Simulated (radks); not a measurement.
Problem. Ag2+, configuration [Kr] 4d9. Method: scalar-relativistic Kohn-Sham, BLYP, spin-polarised, spherical densities, finite nucleus; open shells are filled with parallel spins first (spin-orbit coupling, left out, can overturn this in heavy ions); Fermi nuclear charge, rms radius 4.5454 fm; computed with a radial shooting solver on a logarithmic mesh with Libxc functionals. Some entries of the table are withheld. Estimate them.

orbital  occ.  eigenvalue (Ry)  r(max) (bohr)  <1/r> (bohr^-1)
1s down     1        -1863.650        0.02016            49.43
1s up       1        -1863.650        0.02016            49.43
2s up       1        -275.8344         0.1140            11.23
2s down     1        -275.8204         0.1140            11.23
2p up       3        -247.6200        0.09112            10.85
2p down     3        -247.6093        0.09112            10.85
3s up       1        -51.91368         0.3326            3.943
3s down     1        -51.90659         0.3326            3.943
3p up       3        -42.64872         0.3258            3.757
3p down     3        -42.64065         0.3258            3.757
3d up       5              (1)         0.2737            3.530
3d down     5              (2)         0.2737            3.530
4s up       1              (3)         0.8217            1.518
4s down     1              (4)         0.8213            1.519
4p up       3         -5.96998         0.8751            1.365
4p down     3         -5.91347         0.8746            1.366
4d up       5              (5)          1.024            1.023
4d down     4              (6)          1.024            1.020

Solution. 
(1) 3d up eigenvalue (Ry): -28.02980
(2) 3d down eigenvalue (Ry): -28.01726
(3) 4s up eigenvalue (Ry): -8.66238
(4) 4s down eigenvalue (Ry): -8.60724
(5) 4d up eigenvalue (Ry): -2.14174
(6) 4d down eigenvalue (Ry): -2.08914
